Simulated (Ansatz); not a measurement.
```xyz
13

B    -0.2091    0.4369    1.7820
C    -0.5019   -0.5807    0.6507
C     0.4121   -0.5654   -0.5496
C     0.2341    0.6529   -1.4206
F     0.1616   -1.6971   -1.3300
H    -1.0185    0.6217    2.6434
H     0.8425    1.0094    1.8514
H    -1.5528   -0.5659    0.3379
H    -0.3910   -1.5497    1.1730
H     1.4554   -0.6475   -0.2236
H     0.8799    0.5961   -2.2980
H     0.4908    1.5564   -0.8618
H    -0.8031    0.7331   -1.7549
```

Charge 0, multiplicity 1.

Q: List the PBE0/def2-TZVPP orbital energies in eV (Ansatz 0.2.0). (Best estimate.)

A: The calculation gave: Occupied: -673.24, -280.26, -278.07, -277.97, -184.88, -33.01, -22.27, -19.84, -16.97, -14.57, -13.71, -13.39, -12.71, -11.59, -11.19, -10.81, -10.19, -9.48, -9.31, -8.96. Lowest empty: -1.53, 1.21, 1.82, 2.10, 2.38, 2.83, 2.95, 3.22.
